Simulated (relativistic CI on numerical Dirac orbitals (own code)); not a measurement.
Method of calculation: Dirac-Coulomb-Breit CI, separate exchange-only KLI orbitals for each configuration, model QED, unscaled Slater integrals (own radial code, finite nucleus).

The strongest absorption lines from the ground level of an ion, among the configurations computed and to levels below about 356 eV (vacuum wavelength in nm, gf): 4.1481 (1.6), 4.1557 (4.5), 4.1958 (0.41), 4.1994 (3), 4.6400 (0.48), 5.1016 (0.49), 5.1062 (0.36), 5.2173 (0.45).

(1) Which ion is it?
A. Re³⁶⁺
B. Pa⁵²⁺
C. Bi⁴⁴⁺
D. Bi⁴²⁺

Answers

(1) C. Bi⁴⁴⁺ has 39 electrons and the ground level 4s2.4p6.4d3 4F_3/2; the strongest line goes to 4s2.4p6.4d2.4f 2F°_5/2. The pattern of lines fixes the number of electrons, and along that sequence the line energies rise steadily with the charge (about as its square where n changes within one kind of shell, about linearly where n is kept but much faster in heavy ions where fine structure, which grows about as Z⁴, sets the gap, and irregularly where shells cross), which fixes Z. Configurations outside the model, such as inner-shell arrays, can give stronger lines. At this charge energies of transitions that change n are usually good to better than 1 %, and those within a shell (Δn = 0) to a few per cent.

LS names give the leading component of a level, which can be under half, so a name can repeat, a term be missing and a line seem to break the LS rules.
